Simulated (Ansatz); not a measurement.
Total energies of In₄Sb₄H₁₄, a cluster cut from wurtzite InSb (hydrogen-capped) from Ansatz at PBE0-D4/def2-TZVP, gas phase (1 Eh = 27.2114 eV = 2625.5 kJ/mol). The reference geometry is relaxed at r2SCAN-D4/def2-SVP.

Cartesian coordinates in Å:
```
In -2.700 1.770 0.495
Sb 0.100 2.648 0.909
In -1.012 -2.643 1.632
Sb -2.004 -0.862 -0.367
Sb 1.604 -1.280 1.909
In 2.400 1.030 0.439
In -0.840 -1.083 -2.965
Sb 1.754 0.116 -2.183
H -3.316 1.758 2.106
H -3.193 2.752 -0.834
H 0.362 3.278 2.470
H 0.455 4.102 0.095
H -1.743 -2.332 3.163
H -0.560 -4.160 0.948
H -3.551 -1.527 -0.651
H 1.957 -0.871 3.525
H 2.920 -2.347 1.730
H 3.962 1.701 0.725
H -1.479 0.107 -4.039
H -0.395 -2.712 -3.314
H 2.198 1.420 -3.185
H 3.081 -0.864 -2.608
```

```tsv
state	geometry	energy (Eh)
charge 0 singlet	reference	-1730.08104
charge 1 doublet	reference	-1729.78298
charge 1 doublet	relaxed at r2SCAN-D4/def2-SVP	-1729.81032
charge -1 doublet	reference	-1730.10613
charge -1 doublet	relaxed at r2SCAN-D4/def2-SVP	-1730.13758
free In atom (doublet)	–	-190.11398
free Sb atom (quartet)	–	-240.22283
free H atom (doublet)	–	-0.50104
```

In the def2 sets In, Sb take a core potential; there is no spin–orbit coupling. Single mean-field runs in def2-TZVP are fitted with def2-universal-jkfit.

Task: Work out the vertical ionisation energy to the doublet.

Result: E(charge 1 doublet) − E(charge 0 singlet) = -1729.78298 − (-1730.08104) = 0.29806 Eh = 8.11 eV. For comparison, −ε of the highest occupied level is 6.83 eV at this level, 1.28 eV less.

Task: Work out the vertical electron affinity, to the doublet.

Result: E(charge 0 singlet) − E(charge -1 doublet) = -1730.08104 − (-1730.10613) = 0.02509 Eh = 0.68 eV. The basis lacks diffuse functions, which makes affinities too small.

Task: Give the fundamental gap IE − EA, the Mulliken electronegativity (IE + EA)/2 and the hardness (IE − EA)/2.

Result: From the values in Eh: IE − EA = 0.29806 − 0.02509 = 0.27297 Eh = 7.43 eV; (IE + EA)/2 = 4.40 eV; (IE − EA)/2 = 3.71 eV. The HOMO–LUMO gap of the same run is 5.15 eV, 2.28 eV smaller than the fundamental gap.

Task: How much does the charge 1 doublet relax, and what is the adiabatic ionisation energy?

Result: Relaxation: -1729.78298 − (-1729.81032) = 0.02734 Eh = 0.74 eV. Adiabatic ionisation energy: 0.27072 Eh = 7.37 eV, without zero-point energy. 

Task: How much does the charge -1 doublet relax, and what is the adiabatic electron affinity?

Result: Relaxation: -1730.10613 − (-1730.13758) = 0.03145 Eh = 0.86 eV. Adiabatic electron affinity: 0.05654 Eh = 1.54 eV, without zero-point energy. 

Task: What is the binding energy per atom against free atoms?

Result: Atoms: 4 × (-190.11398) + 4 × (-240.22283) + 14 × (-0.50104) = -1728.36180 Eh. Binding: -1728.36180 − (-1730.08104) = 1.71924 Eh = 46.78 eV, or 2.13 eV for each of 22 atoms (no zero-point energy, no counterpoise term).

At PBE0-D4/def2-TZVP the highest occupied level of the charge -1 doublet lies above zero (up to 0.41 eV). By energy differences its removal costs 0.68 eV (vertical, to the charge 0 singlet, at PBE0-D4/def2-TZVP); self-interaction error and the lack of diffuse functions both raise the level.
